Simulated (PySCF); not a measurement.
**Electronic absorption of C4H9BO2Si**

C4H9BO2Si.
Atom-mapped SMILES: `[BH2:1][Si@:2]1([O:3][CH3:4])[CH2:5][O:6][C:7]1=[CH2:8]` (hydrogens: H9, H10 on B1; H11, H12, H13 on C4; H14, H15 on C5; H16, H17 on C8)

Level of theory: TDDFT PBE0/def2-SVPD, vertical, gas phase, core orbitals frozen in the response in PySCF 2.14.0, density-fitted response routines. The structure is a single GFN2-xTB conformer in the gas phase; no vibrational or solvent corrections. Torsions of this conformer, `[BH2:1][Si@:2]1([O:3][CH3:4])[CH2:5][O:6][C:7]1=[CH2:8]`: B1–Si2–O3–C4 38°.

| state | E (eV) | ν̃ (cm⁻¹) | f | \|μ\| (D) | main configurations (H = HOMO, L = LUMO) |
| --- | --- | --- | --- | --- | --- |
| S1 | 2.46 | 19820 | 0.010 | 1.05 | H→L (99%) |
| S2 | 3.44 | 27730 | 0.011 | 0.93 | H-1→L (84%), H-2→L (13%) |
| S3 | 4.04 | 32590 | 0.049 | 1.79 | H-2→L (84%), H-1→L (14%) |
| S4 | 4.91 | 39630 | 0.0017 | 0.30 | H-3→L (93%) |
| S5 | 5.27 | 42520 | 0.038 | 1.38 | H-4→L (89%) |
| S6 | 5.50 | 44330 | 0.063 | 1.74 | H→L+1 (80%), H-5→L (11%) |
| S7 | 5.57 | 44960 | 0.015 | 0.84 | H-6→L (79%) |
| S8 | 5.67 | 45760 | 0.026 | 1.11 | H-5→L (78%), H-6→L (13%) |

Triplets, Tamm–Dancoff:

```csv
state,E (eV),λ (nm),"main configurations (H = HOMO, L = LUMO)"
T1,2.23,555.6,H→L (89%)
T2,2.83,438.8,"H-1→L (71%), H-2→L (13%), H→L (9%)"
T3,3.52,351.7,"H-2→L (81%), H-1→L (16%)"
```

The lowest singlet comes at 505 nm (237 kJ/mol) in the visible; it is weak; its leading configuration is HOMO→LUMO (99%). The strongest level in the table is S6 at 5.50 eV (226 nm, f = 0.063). Löwdin shares by element: HOMO carbon 55% or more, oxygen 28% or more (atoms not listed hold the other 17%); LUMO boron 53%, silicon 18%, hydrogen 18% or more. Orbital energies (eV): HOMO-3 -9.08, HOMO-2 -8.09, HOMO-1 -7.70, HOMO -6.44, LUMO -2.99, LUMO+1 -0.09, LUMO+2 0.45. Of the 8 states listed, 7 reach f = 0.01 and none stays under 0.0005. The oscillator strengths of these states sum to 0.215; summed over the whole spectrum of an exact calculation they would give the number of electrons, 68 (Thomas–Reiche–Kuhn). S1 lies in the visible range (380 to 750 nm), at 505 nm, f = 0.010; light of that wavelength is green, and its complementary colour is purple; a Tamm–Dancoff triplet lies at 556 nm, without intensity as long as spin–orbit coupling is left out. Singlets were solved by full linear response, triplets in the Tamm–Dancoff approximation.
